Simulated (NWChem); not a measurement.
Species: VNHCl3; SMILES [Cl][V]([Cl])(=[NH])[Cl]

```xyz
6

V      0.0000     0.0000    -0.2323
N      0.0000     0.0000    -1.8074
H      0.0000     0.0000    -2.8291
Cl     0.6083    -1.9559     0.3915
Cl     1.3897     1.5048     0.3915
Cl    -1.9980     0.4511     0.3915
```
Atoms are numbered in this order, from 1.

Computed with NWChem. Structure relaxed at the PBE0/def2-SVP level. Not confirmed as a minimum by frequencies. GIAO values for the isolated, static molecule; σ is the absolute isotropic shielding, δ = σ(reference) − σ with the isolated reference molecule computed at the same levels (1H: tetramethylsilane, 15N: ammonia).

Estimate the computed values for PBE/pcSseg-1. Quantities: σ V1 (ppm); δ N2 (ppm); δ H3 (ppm); σ Cl4 (ppm).


```
Item          Result
-----------  -------
σ V1 (ppm)   -1709.2
δ N2 (ppm)     510.9
δ H3 (ppm)      7.62
σ Cl4 (ppm)    103.0
```
